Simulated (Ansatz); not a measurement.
Geometry optimisation, Ansatz 0.2.0, RKS PBE/def2-SVP.

input.yaml

```yaml
crystal:
  periodic: [false, false, false]
  atoms:
    - { symbol: "N", position_ang: [-0.4924, -1.4222, 1.0559] }
    - { symbol: C, position_ang: [0.4313, -0.5084, 0.3901] }
    - { symbol: O, position_ang: [1.6194, -0.5338, 1.0756] }
    - { symbol: Sb, position_ang: [0.8804, -1.1943, -1.6415] }
    - { symbol: Si, position_ang: [-0.2157, 1.2536, 0.3211] }
    - { symbol: O, position_ang: [-1.7188, 1.3291, -0.4944] }
    - { symbol: H, position_ang: [-0.1141, -2.3406, 1.0836] }
    - { symbol: H, position_ang: [-1.3558, -1.4136, 0.4355] }
    - { symbol: H, position_ang: [1.4588, -0.2989, 2.08] }
    - { symbol: H, position_ang: [1.5058, 0.3366, -2.1057] }
    - { symbol: H, position_ang: [-0.8163, -0.7536, -2.1576] }
    - { symbol: H, position_ang: [-0.3938, 1.7489, 1.7314] }
    - { symbol: H, position_ang: [0.7104, 2.1567, -0.3506] }
    - { symbol: H, position_ang: [-1.5122, 1.6113, -1.3946] }
basis:
  gaussian: { orbitals: def2-SVP }
hamiltonian:
  xc: pbe
relax:
  f_tol: 0.015
  max_steps: 40
```

Launched with:

```bash
$ ansatz run input.yaml --threads 2 --pin off --max-ram 3072MiB --backend cpu --events-out ev --progress --plain --runs-dir out
```

Question: Where does it end, and by what steps?

Answer: The run converged. The force dipped under the threshold on the way, but the program's further checks kept it going. After 17 steps the energy has fallen by 0.521 eV; H14 moved furthest, 0.62 Å.

| step | energy less start (eV) | largest force component (eV/Å) | accepted |
| --- | --- | --- | --- |
| 0 | 0.0000 | 2.646 | yes |
| 1 | -0.3559 | 1.173 | yes |
| 2 | -0.4438 | 0.576 | yes |
| 3 | -0.4487 | 0.839 | yes |
| 4 | -0.4997 | 0.338 | yes |
| 5 | -0.5007 | 0.291 | yes |
| 6 | -0.5131 | 0.322 | yes |
| 7 | -0.5133 | 0.172 | yes |
| 8 | -0.5180 | 0.182 | yes |
| 9 | -0.5186 | 0.150 | yes |
| 10 | -0.5196 | 0.237 | yes |
| 11 | -0.5176 | 0.264 | no |
| 12 | -0.5206 | 0.031 | yes |
| 13 | -0.5206 | 0.052 | no |
| 14 | -0.5208 | 0.012 | yes |
| 15 | -0.5210 | 0.026 | yes |
| 16 | -0.5212 | 0.020 | yes |
| 17 | -0.5213 | 0.014 | yes |

```xyz
14
Properties=species:S:1:pos:R:3
N -0.509 -1.333 1.054
C 0.428 -0.476 0.386
O 1.695 -0.502 1.048
Sb 0.979 -1.200 -1.715
Si -0.244 1.318 0.334
O -1.807 1.334 -0.313
H -0.346 -2.339 0.911
H -1.485 -1.108 0.826
H 1.473 -0.515 2.005
H 1.821 0.241 -2.194
H -0.504 -0.550 -2.375
H -0.405 1.817 1.743
H 0.727 2.182 -0.422
H -1.836 1.101 -1.259
```

Whether the end is a true minimum wasn't checked by a vibrational analysis.

Run time: 91 s on 2 threads of Arm Neoverse V1, on a shared host, peak memory 0.2 GiB.
